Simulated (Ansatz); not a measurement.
# AlH2Br (SMILES [AlH2][Br]): methods side by side

The species is AlH2Br (4 atoms), meant as a singlet with charge 0. As SMILES, `[AlH2][Br]`. Geometry: relaxed at PBE0-D4/def2-TZVP.

```xyz
4

Al   -0.1483   -0.0647   -0.1103
Br    1.6849    0.4966    1.0797
H    -0.5616   -1.5848   -0.1392
H    -0.9197    1.0927   -0.8504
```

Each level gives the energy change with the Al1–Br2 bond stretched from 2.256 to 3.385 Å (eV). The values are calculated.

| level | kind | program | value (eV) | less FCI/STO-3G | CPU time (all runs) |
| --- | --- | --- | --- | --- | --- |
| BLYP/STO-3G (restricted) | GGA | Ansatz | 3.85 | -0.53 | 2.7 s |
| PBE/STO-3G (restricted) | GGA | Ansatz | 4.02 | -0.36 | 2.7 s |
| B3LYP/STO-3G (restricted) | global hybrid | Ansatz | 4.17 | -0.21 | 2.7 s |
| RPA@PBE/STO-3G (restricted) | RPA | Ansatz | 3.90 | -0.48 | 4 s |
| CCSD(T)/STO-3G (restricted) | coupled cluster or CI | Ansatz | 4.38 | 0.00 | 0.6 s |
| CCSDT(Q)/STO-3G (restricted) | coupled cluster or CI | Ansatz | 4.38 | 0.00 | 1.2 s |
| CCSDT/STO-3G (restricted) | coupled cluster or CI | Ansatz | 4.38 | 0.00 | 1.1 s |
| CCSDTQ/STO-3G (restricted) | coupled cluster or CI | Ansatz | 4.38 | 0.00 | 31 s |
| FCI/STO-3G | exact in the basis | Ansatz | 4.38 | 0.00 | 12 s |

FCI/STO-3G is exact within its basis and frozen core, so for wave-function methods in that basis the difference is their error; functionals converge differently with the basis, so for them it is only a difference. All-electron rows without a relativistic Hamiltonian named are non-relativistic. The first shape isn't each level's own minimum. The values span 3.85 to 4.38 eV. All rows use very small basis sets, so even the best lies far from the true value. In the correlated wave-function rows the outer d shell of Br is correlated, in sets not made for it. CPU times are rough (shared hosts, several kinds of processor): they show what a rung costs within a factor of a few.
